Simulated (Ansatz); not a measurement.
Dissociation curve of LiBr, singlet.

Methods: RKS-PBE = Ansatz (a first-principles code) with restricted PBE/cc-pVDZ; UKS-PBE = unrestricted PBE/cc-pVDZ (Ansatz); RKS-PBE0 = restricted PBE0/cc-pVDZ (Ansatz); FCI = full CI/cc-pVDZ, cores with 3d frozen (Ansatz).

Energies relative to the lowest point of each curve near equilibrium, in eV; the last columns give the error against full CI:

| R / Å | RKS-PBE | UKS-PBE | RKS-PBE0 | FCI | RKS-PBE − FCI | UKS-PBE − FCI | RKS-PBE0 − FCI |
|---|---|---|---|---|---|---|---|
| 1.77 | 1.260 | 1.260 | 1.257 | 1.408 | -0.149 | -0.149 | -0.151 |
| 1.85 | 0.750 | 0.750 | 0.746 | 0.861 | -0.110 | -0.110 | -0.115 |
| 1.97 | 0.281 | 0.281 | 0.276 | 0.346 | -0.066 | -0.066 | -0.070 |
| 2.05 | 0.110 | 0.110 | 0.106 | 0.152 | -0.042 | -0.042 | -0.045 |
| 2.09 | 0.056 | 0.056 | 0.054 | 0.088 | -0.032 | -0.032 | -0.034 |
| 2.17 | 0.000 | 0.000 | 0.000 | 0.015 | -0.015 | -0.015 | -0.015 |
| 2.26 | 0.000 | 0.000 | 0.003 | 0.000 | 0.000 | 0.000 | 0.003 |
| 2.27 | 0.004 | 0.004 | 0.007 | 0.002 | 0.002 | 0.002 | 0.005 |
| 2.38 | 0.075 | 0.075 | 0.083 | 0.062 | 0.013 | 0.013 | 0.021 |
| 2.49 | 0.195 | 0.195 | 0.207 | 0.175 | 0.020 | 0.020 | 0.032 |
| 2.67 | 0.450 | 0.450 | 0.471 | 0.431 | 0.020 | 0.020 | 0.041 |
| 2.93 | 0.874 | 0.874 | 0.908 | 0.871 | 0.003 | 0.003 | 0.037 |
| 3.27 | 1.422 | 1.422 | 1.476 | 1.462 | -0.040 | -0.040 | 0.014 |
| 3.62 | 1.920 | 1.920 | 2.000 | 2.023 | -0.102 | -0.102 | -0.022 |
| 3.91 | 2.269 | 2.269 | 2.376 | 2.433 | -0.165 | -0.165 | -0.057 |
| 4.37 | 2.702 | 2.686 | 2.865 | 2.983 | -0.281 | -0.297 | -0.118 |
| 4.68 | 2.921 | 2.875 | 3.124 | 3.285 | -0.364 | -0.410 | -0.161 |
| 5.36 | 3.253 | 3.132 | 3.534 | 3.765 | -0.512 | -0.632 | -0.230 |
| 5.85 | 3.404 | 3.239 | 3.732 | 3.927 | -0.523 | -0.688 | -0.195 |
| 6.45 | 3.530 | 3.324 | 3.904 | 3.979 | -0.450 | -0.655 | -0.076 |
| 7.48 | 3.657 | 3.410 | 4.091 | 3.992 | -0.336 | -0.582 | 0.099 |
| 8.86 | 3.742 | 3.470 | 4.232 | 3.994 | -0.252 | -0.524 | 0.238 |

RKS-PBE is furthest from FCI at 5.85 (-0.523 eV, below); its mean absolute error over the points is 0.159 eV.

UKS-PBE is furthest from FCI at 5.85 (-0.688 eV, below); its mean absolute error over the points is 0.208 eV.

RKS-PBE0 is furthest from FCI at 8.86 (0.238 eV, above); its mean absolute error over the points is 0.081 eV.

The restricted form behind RKS-PBE, RKS-PBE0 keeps the bonding electrons paired and can't separate into open-shell fragments. The unrestricted determinant behind UKS-PBE is spin-contaminated at 4.37 to 8.86 Å (<S²> up to 0.6, against 0.00 for a pure singlet).
